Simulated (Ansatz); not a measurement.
Molecule (SMILES): [B]=O (B-O), doublet.
Atoms: B1, O2. Bonds: B1-O2.

How fast the highest harmonic wavenumber converges with the basis for several methods (Ansatz, a program for electronic structure): deviation from each method's own reference, in cm⁻¹. References: CCSD(T) 1897 cm⁻¹, the value in def2-QZVPP; HF 2094 cm⁻¹, the value in aug-pcseg-3; MP2 1923 cm⁻¹, the value in aug-cc-pVQZ; PBE 1859 cm⁻¹, the value in aug-pcseg-3; PBE0 1950 cm⁻¹, the value in aug-pcseg-3. Cartesian d functions, on some or all atoms, in 6-31G*; all else is spherical. In correlated methods cores are frozen. Open shells are unrestricted. No added dispersion term, no relativity. Each level at its own minimum, unscaled; the references are large sets that could be run, not limits.

```tsv
basis	functions	CCSD(T)	HF	MP2	PBE	PBE0
cc-pVDZ	28	-36	-16	-10	-25	-22
def2-SVP	28	30	32	60	25	30
6-31G*	30	0	9	19	0	3
6-311G**	36	-1	6	21	4	5
6-311+G**	44	-14	-4	-3	-3	-3
aug-cc-pVDZ	46	-73	-39	-61	-38	-39
cc-pVTZ	60	-10	-2	-1	-1	-2
pcseg-2	60	-7	-4	-6	1	0
def2-TZVPPD	77	-20	-8	-13	-6	-7
cc-pCVTZ	86	-7	0	2	3	1
cc-pVQZ	110	1	-1	5	2	1
def2-QZVPP	114	0	-1	4	0	0
```

Mean absolute deviation over 6-311G**, 6-311+G**, cc-pVTZ, pcseg-2, def2-TZVPPD, cc-pCVTZ: PBE 3, PBE0 3, HF 4, MP2 8, CCSD(T) 10 cm⁻¹.
